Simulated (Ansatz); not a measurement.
System: C7H13 (charge 0, doublet). It need not be the lowest isomer of its formula. SMILES: [CH2][C@@H]1CC[C@H](C)C1
Coordinates optimised at B3LYP-D3(BJ)/def2-TZVP (Ansatz, a quantum-chemistry and plane-wave program):
```xyz
20

C     -2.5398    -0.1257    -0.6891
C     -1.3001    -0.2367     0.1098
C     -0.7800     1.1085     0.6798
C      0.7562     0.9651     0.8031
C      1.1067    -0.4375     0.2600
C      2.4765    -0.5254    -0.3976
C     -0.0681    -0.7669    -0.6642
H     -2.6396     0.6617    -1.4264
H     -3.3157    -0.8771    -0.6468
H     -1.4715    -0.9268     0.9428
H     -1.2631     1.3470     1.6275
H     -1.0344     1.9133    -0.0131
H      1.1063     1.0952     1.8280
H      1.2582     1.7268     0.2016
H      1.0767    -1.1469     1.0949
H      3.2709    -0.2609     0.3041
H      2.5406     0.1604    -1.2468
H      2.6794    -1.5337    -0.7652
H      0.0320    -0.2196    -1.6080
H     -0.1480    -1.8283    -0.9041
```
Charge 0, spin multiplicity 2.

Parts of the frozen-core correlation energy in STO-3G (Ansatz, hartree). Frozen orbitals: 7; correlated occupied orbitals by spin: 21 and 20; virtual: 20 and 21. Open shells are spin-unrestricted. No spin-orbit coupling. Non-relativistic.

```csv
term,value
reference (HF),-269.40951
MP2 opposite-spin,(withheld)
MP2 same-spin,(withheld)
CCSD correlation,(withheld)
(T),-0.00340
T1 diagnostic,0.004
largest doubles amplitude,0.021
<S^2> of the reference,0.766
```

Task: What belongs in the gaps?

Result: 
- MP2 opposite-spin, value: -0.30110
- MP2 same-spin, value: -0.04017
- CCSD correlation, value: -0.45116
